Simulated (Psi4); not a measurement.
C$_{7}$H$_{13}$O (SMILES CC[CH]CCC(C)=O), doublet, at a GFN2-xTB geometry. Base run: TPSS/6-31G in Psi4 1.11.

Here is a job for Psi4.
```
memory 2 GB

molecule mol {
0 2
  C     3.769961   -0.037798   -0.257341
  C     2.695692    0.754186    0.515954
  C     1.496995   -0.065047    0.792347
  C     0.356526   -0.147015   -0.140765
  C    -0.993272    0.037091    0.575782
  C    -2.167713   -0.228158   -0.340115
  C    -3.465233    0.390819    0.120887
  O    -2.079270   -0.877772   -1.350242
  H     4.641592    0.586949   -0.437933
  H     3.372796   -0.371515   -1.212511
  H     4.077186   -0.910528    0.313446
  H     3.141187    1.097967    1.454141
  H     2.423093    1.629608   -0.079321
  H     1.517618   -0.743153    1.629915
  H     0.315502   -1.128461   -0.635074
  H     0.452242    0.606528   -0.925193
  H    -1.070693    1.038311    1.002647
  H    -1.061267   -0.677885    1.400970
  H    -4.300352   -0.026956   -0.434986
  H    -3.424356    1.463525   -0.061471
  H    -3.608122    0.233314    1.186806
}

set basis 6-31g
set reference uks

energy('tpss')
print_variables()
```

Variants of this job, named by their change:

| change | ΔE vs base (eV) | point group used | SCF cycles |
|---|---|---|---|
| base | 0.00 | c1 | 10 |
| molecule keys = symmetry c1 | 0.00 | c1 | 10 |
| jitter_ang = 0.002 | 0.00 | c1 | 10 |
| molecule keys = symmetry c1, no_reorient, no_com | 0.00 | c1 | 10 |
| molecule keys = no_reorient | 0.00 | c1 | 10 |

Open shells are given as the SCF converged; they aren't shown to be the lowest states, and a large step between rows can be another state.
